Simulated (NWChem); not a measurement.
System: MoNH3O3; SMILES [NH2][Mo](=[O])(=[O])[OH]

Here is an NWChem input.

```
start job
memory heap 200 mb stack 900 mb global 1100 mb
geometry units angstroms noautoz
  Mo    -0.033252     0.014666     0.000060
  O      0.933614    -0.048371    -1.369753
  O      0.927284    -0.050240     1.374237
  O     -1.048840     1.589094    -0.001228
  H     -0.726240     2.496578    -0.001324
  N     -1.232215    -1.486053    -0.003729
  H     -1.487011    -1.999241    -0.844097
  H     -1.490961    -2.000671     0.834554
end
basis spherical
  Mo library def2-svp
  O library def2-svp
  H library def2-svp
  N library def2-svp
end
ecp
  Mo library def2-ecp
end
dft
  xc optx lyp
  iterations 150
  mulliken
end
task dft energy
```

The geometry was optimised at PBE0/def2-SVP. No frequency run checked for a minimum. def2 effective core potentials on Mo; no spin-orbit coupling.

Question: What results follow from this input? (OLYP/def2-SVP with def2 effective core potentials on Mo.) Quantities: energy (Ha); highest occupied level (eV); orbital gap (eV); dipole (D).

Answer: 
```json
{
 "energy (Ha)": "-350.38",
 "highest occupied level (eV)": "-6.70",
 "orbital gap (eV)": "4.30",
 "dipole (D)": "2.60"
}
```
